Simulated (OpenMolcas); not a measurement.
## How basis sets differ on GeSe (Germanium monoselenide)

The species is GeSe (2 atoms), meant as a singlet with charge 0. SMILES: `[Ge-]#[Se+]`. Geometry: the measured bond length.

```xyz
2

Ge    0.0000    0.0000    0.0000
Se    0.0000    0.0000    2.1346
```

Each level gives the dipole moment (D). The values are calculated.

| level | kind | program | value (D) | CPU time |
| --- | --- | --- | --- | --- |
| HF/ANO-R0 (sfX2C) | Hartree–Fock | OpenMolcas | 1.50 | 3.3 s |
| HF/ANO-S-MB | Hartree–Fock | OpenMolcas | 2.50 | 2.5 s |
| HF/STO-3G | Hartree–Fock | OpenMolcas | 2.67 | 2.4 s |
| HF/3-21G | Hartree–Fock | OpenMolcas | 2.70 | 2.4 s |
| HF/aug-cc-pVTZ | Hartree–Fock | OpenMolcas | 2.49 | 31 s |

All-electron rows without a relativistic Hamiltonian named are non-relativistic. The values span 1.50 to 2.70 D. Sets without polarisation functions give poor dipoles. Times are those of the runs behind each value, whatever else they computed, on shared processors of several kinds: orders of magnitude only.
